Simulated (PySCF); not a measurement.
Structure problem from calculated spectra and properties.

Formula: CH10OSSi3.

* Dipole: 0.29 D [CAM-B3LYP/def2-SVPD]
* NMR, other nuclei: isotropic shieldings of nuclei other than C and H, by class: 334 (1 O), 369 (1 Si), 371 (1 Si), 406 (1 Si), 822 (1 S) ppm [GIAO PBE0/pcSseg-1]
* 13C NMR: chemical shifts (computed TMS as zero) by class: -3.5 (1 C) ppm [GIAO PBE0/pcSseg-1]
* Rotational structure: rotational constants A, B, C: 1.584, 1.094, 0.702 GHz [GFN2-xTB]
* Polarisability: 119.2 au [CAM-B3LYP/def2-SVPD]
* Triplet: lowest triplet excitation (Tamm–Dancoff): 4.87 eV [TDA CAM-B3LYP/def2-SVPD]
* UV, strongest line: among the 8 lowest singlet transitions: S6 at 6.96 eV (178 nm, f = 0.046) [TDDFT CAM-B3LYP/def2-SVPD]

Electronic properties: PySCF, gas phase, density fitting. Levels stand in brackets. The structure is a single GFN2-xTB conformer in the gas phase; no vibrational or solvent corrections. GFN2-xTB frequencies show an imaginary mode (25i cm⁻¹), so this geometry is no minimum at that level. NMR values are class means; diastereotopic atoms form classes of their own.

Problem. Give a SMILES that accounts for the data.

Solution. Numbering: `[CH3:1][Si@H:2]([SiH2:3][OH:4])[S:5][SiH3:6]`. Its formula, CH10OSSi3, gives 0 degrees of unsaturation, so no ring and no π bond. The one carbon: Si-methyl carbon [C1] (-3.5 ppm). The other shieldings belong to: 334 ppm, silanol oxygen [O4]; 369 ppm, SiH silicon [Si2]; 371 ppm, oxygen-bound silicon [Si3]; 406 ppm, SiH3 silicon [Si6]; 822 ppm, sulfur bonded to 2 Si [S5]. The optimised geometry has point group C1 and is an asymmetric top. Structure: `S([Si@H](C)[SiH2]O)[SiH3]`. Computed isomers that give other values at the same levels: `C[Si@@H](S)[SiH2]O[SiH3]` (static isotropic polarisability: 117.1 au). The assignments are read from this structure; whether some other isomer fits the data as well wasn't checked. The mirror image fits equally.

Conformer computed: `[CH3:1][Si@H:2]([SiH2:3][OH:4])[S:5][SiH3:6]`: C1–Si2–Si3–O4 -175°, C1–Si2–S5–Si6 -167°, H–O4–Si3–Si2 62°.
